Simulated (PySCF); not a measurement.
Species: H3SiCF3.
SMILES with atom numbers: `[F:1][C:2]([F:3])([F:4])[SiH3:5]` (hydrogens: H6, H7, H8 on Si5)

Cartesian coordinates in Å at the GFN2-xTB level; atoms count from 1:
```
atom  x, y, z in Å
F1     1.5311   -0.2100   -1.1096
C2     0.9112   -0.0481    0.0770
F3     1.4467    1.0589    0.6303
F4     1.3085   -1.0800    0.8491
Si5   -1.0265    0.0580   -0.0948
H6    -1.2564    1.2151   -0.9517
H7    -1.4061   -1.2137   -0.6984
H8    -1.4994    0.2292    1.2736
```

Theory: PBE0/pcSseg-1 in PySCF (dipole) on a GFN2-xTB geometry, gas phase.

Masses are those of the commonest isotopes; rigid-rotor values at the optimised geometry. 

Task: What are A, B and C (MHz)?

Result: Ia = 94.24, Ib = 174.75, Ic = 174.77 u·Å²; 505379 MHz·u·Å²/I gives A = 5362, B = 2892, C = 2892 MHz.

Task: Classify the top.

Result: A prolate symmetric top, as the point group C3v requires two equal moments: κ = (2 × 2892 − 5362 − 2892)/(5362 − 2892) = -1.00.

Task: Where do the R-branch lines fall?

Result: The dipole of 2.64 D lies along the symmetry axis, so ΔK = 0 and J+1 ← J falls at 2B(J+1) for every K: 5.78 GHz, 11.57 GHz, 17.35 GHz, 23.13 GHz, 28.92 GHz for J = 0 to 4.

Task: Estimate the classical rotational partition function at 10 K, 25 K and 298.15 K.

Result: Point group C3v, symmetry number σ = 3; q = (√π/σ)·√((kT/h)³/(ABC)), k/h = 20836.6 MHz/K: 265 at 10 K, 1050 at 25 K, 43200 at 298.15 K.

Not checked by GFN2-xTB frequencies. These are rigid-rotor constants of the computed structure; measured ground-state constants (B0) also hold zero-point vibration.
